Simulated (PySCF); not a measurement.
A species of formula C2H9FSi4 has this rotational fingerprint, computed with CAM-B3LYP/def2-SVPD in PySCF (dipole) on a GFN2-xTB geometry, gas phase:

* Rotational constants: A = 1170, B = 793.1, C = 693.3 MHz
* Dipole components: |μa| = 0.75 D, |μb| = 0.00 D, |μc| = 1.37 D
* Inertial defect: -340.25 u·Å²
* κ: -0.58

Question: Which candidate fits, each taken in the one conformer that was computed?
A. `[CH:1]#[C:2][Si@@H:3]([F:4])[SiH2:5][SiH2:6][SiH3:7]` with C2–Si3–Si5–Si6 -52°, Si3–Si5–Si6–Si7 -53°
B. `[CH:1]#[C:2][SiH2:3][Si@H:4]([F:5])[SiH2:6][SiH3:7]` with C2–Si3–Si4–F5 157°, Si3–Si4–Si6–Si7 -95°
C. `[CH:1]#[C:2][SiH2:3][Si:4]([F:5])([SiH3:6])[SiH3:7]` with C2–Si3–Si4–F5 180°

Answer: C. It is C#C[SiH2][Si](F)([SiH3])[SiH3], an asymmetric top, point group Cs. The candidates at the same level (rigid rotor, commonest isotopes):

```
                         SMILES  A (MHz)  B (MHz)  C (MHz)  μa (D)  μb (D)  μc (D)  Δ (u·Å²)  point group           rotor
C#C[Si@@H](F)[SiH2][SiH2][SiH3]     1390    682.4    643.7    0.04    0.93    1.55   -318.96           C1  asymmetric top
 C#C[SiH2][Si@H](F)[SiH2][SiH3]     1221    784.5    518.6    0.64    1.63    0.13    -83.63           C1  asymmetric top
 C#C[SiH2][Si](F)([SiH3])[SiH3]     1170    793.1    693.3    0.75    0.00    1.37   -340.25           Cs  asymmetric top
```

`C#C[Si@@H](F)[SiH2][SiH2][SiH3]` has A 19 % too high; `C#C[SiH2][Si@H](F)[SiH2][SiH3]` has C 25 % too low. In the right answer the mirror of this Cs structure is the ac plane, so μb vanishes by symmetry. No structure here is proved a minimum.
